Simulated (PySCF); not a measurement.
Vertical excitations of a molecule C6H5Cl from TDA-PBE/def2-SVPD (PySCF), as energy in eV (oscillator strength): 4.95 (0.005), 5.78 (0.154), 5.92 (0.000), 6.02 (0.001), 6.07 (0.000), 6.34 (0.000), 6.46 (0.123), 6.62 (0.008), 6.86 (0.390), 6.96 (0.000). Lowest triplet (TDA): 4.03 eV. Geometry optimised at PBE0-D3(BJ)/def2-SVP. One conformer was computed; it need not be the lowest.

Problem. Identify the compound among the candidates.
A) C#CC(=C)/C=C/Cl
B) Clc1ccccc1
C) C#C[C@@H]1CC=C1Cl
D) C#CC(C#C)CCl

Solution. B, Clc1ccccc1
